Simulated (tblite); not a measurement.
Species: C3H9N3Si2.
Cartesian coordinates in Å at the GFN2-xTB level; atoms count from 1:
```
atom  x, y, z in Å
N1    -2.866   -2.476   -0.255
C2    -2.212   -1.541   -0.363
C3    -1.373   -0.393   -0.460
C4     0.048   -0.778   -0.898
Si5    1.196    0.664   -0.455
N6     2.703    0.060    0.122
N7     0.264    1.289    0.873
Si8   -1.266    0.564    1.203
H9    -1.811    0.279   -1.206
H10    0.358   -1.673   -0.356
H11    0.057   -1.035   -1.958
H12    1.273    1.693   -1.505
H13    3.335    0.707    0.565
H14    3.223   -0.567   -0.469
H15    0.648    1.976    1.496
H16   -2.316    1.581    1.300
H17   -1.266   -0.335    2.358
```

All values are computed: GFN2-xTB (tblite) harmonic vibrations without scaling, gas phase. The method is semi-empirical: single wavenumbers can be off by several per cent or more. Modes of hydrogen on silicon can be 10 to 20 % off. One conformer, not necessarily the lowest.

Harmonic wavenumbers (cm⁻¹): 64.3, 76.9, 120.3, 150.1, 202.5, 225.5, 251.3, 324.6, 335.4, 387.0, 455.3, 489.5, 525.9, 533.3, 550.5, 611.7, 651.4, 670.6, 696.4, 755.4, 761.1, 794.5, 796.8, 859.2, 907.2, 930.5, 1017.3, 1063.5, 1076.0, 1140.4, 1164.5, 1231.0, 1283.5, 1486.0, 1518.8, 2173.8, 2243.1, 2268.6, 2386.3, 2918.0, 2973.1, 2989.4, 3476.1, 3510.4, 3519.5.

A = 2606, B = 976.3, C = 784.0 MHz; mass 143.034 u (most abundant isotopes); point group C1, symmetry number 1.

**Question.** Zero-point energy?

**Answer.** Half the sum of the wavenumbers: 26283 cm⁻¹ = 75.15 kcal/mol.

**Question.** Give the ideal-gas entropy at 400 K and 1 bar in the rigid-rotor, harmonic-oscillator model (classical rotation).

**Answer.** Translation 42.27, rotation 30.34, vibration 41.03: S = 113.6 cal/(mol K).

**Question.** And Cp and H(400 K) − H(0)?

**Answer.** Cp = 51.04 cal/(mol K), of which vibrations give 43.09 (their classical limit is 45 R = 89.4); H(400 K) − H(0) = 12.06 kcal/mol without the zero-point energy, 8.88 from vibrations.

**Question.** What must be added to the electronic energy to get the Gibbs energy at 400 K and 1 bar?

**Answer.** ZPE + [H(400 K) − H(0)] − T·S = 75.15 + 12.06 − 45.46 = 41.75 kcal/mol.

**Question.** Which modes carry the vibrational entropy at 400 K?

**Answer.** 64.3 cm⁻¹: 4.90; 76.9 cm⁻¹: 4.55; 120.3 cm⁻¹: 3.67; 150.1 cm⁻¹: 3.24; 202.5 cm⁻¹: 2.66; 225.5 cm⁻¹: 2.46 cal/(mol K); the other 39 give 19.56 together.

**Question.** How do the functions run with temperature in this model?

**Answer.** 
| T (K) | S (cal/(mol K)) | Cp (cal/(mol K)) | H − H(0) (kcal/mol) | G − H(0) (kcal/mol) | ln q(vib) |
| --- | --- | --- | --- | --- | --- |
| 100 | 69.0 | 18.6 | 1.26 | -5.64 | 1.37 |
| 200 | 85.6 | 30.8 | 3.73 | -13.39 | 3.93 |
| 300 | 100.3 | 42.0 | 7.38 | -22.70 | 6.68 |
| 500 | 125.8 | 57.9 | 17.52 | -45.38 | 12.24 |
| 800 | 156.2 | 71.2 | 37.08 | -87.89 | 19.97 |
| 1000 | 172.7 | 76.8 | 51.92 | -120.82 | 24.59 |

q(vib) and H(0) count from the zero-point level.

**Question.** Blend soft modes into free rotors: weight 1/[1 + (100 cm⁻¹/ν̃)⁴] for the oscillator and the rest for a rotor with moment μB/(μ + B), μ = h/(8π²ν), B = 10⁻⁴⁴ kg m². What vibrational entropy results?

**Answer.** 38.75 cal/(mol K) in place of 41.03, which changes −T·S at 400 K by +0.91 kcal/mol.

Hindered rotation and anharmonicity are outside this model. Other conformers, if any are populated, would add a mixing term that is left out. The structure is chiral; the term R ln 2 for an equal mix with its mirror image is left out.

Time: 1.2 s wall. Hardware: one thread of an Arm Neoverse N1, no GPU (shared host). The figure is for the frequency step alone.
